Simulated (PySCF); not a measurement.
## Two-component Hartree-Fock for C(3+) (carbon, charge +3)

Start: [He] 2s1; 2s1/2 filled at m_j = +1/2. Calculated with PySCF 2.14 in x2c-TZVPall-2c (5s3p2d1f, 31 functions): generalised Hartree-Fock with the X2C-1e Hamiltonian and a Gaussian nucleus; one run each with spin-orbit coupling (SO) switched off, then screened by Boettger's factors.

```
spinor shell  electrons  ε, spin-free (eV)  ε, screened SO (eV)  weight of nominal j (screened SO)  rms radius, screened SO (bohr)
       1s1/2          2            -367.02              -367.02                              1.000                           0.310
       2s1/2          1            -64.371              -64.371                              1.000                            1.38
```

```json
{"quantity": "E (hartree)", "spin-free": "-34.73962", "screened SO": "-34.73962"}
{"quantity": "M_J", "spin-free": "1/2", "screened SO": "1/2"}
{"quantity": "⟨J²⟩", "spin-free": "0.750", "screened SO": "0.750"}
{"quantity": "⟨L²⟩", "spin-free": "0.000", "screened SO": "0.000"}
{"quantity": "⟨S²⟩", "spin-free": "0.750", "screened SO": "0.750"}
```

Each row is a mean over spinors that exchange with the open shell spreads, by up to 2.315 eV (1s1/2).

Without spin-orbit coupling the j labels of p, d and f shells carry no meaning; the spin-free column gives the mean over the occupied spinors of each nl shell.
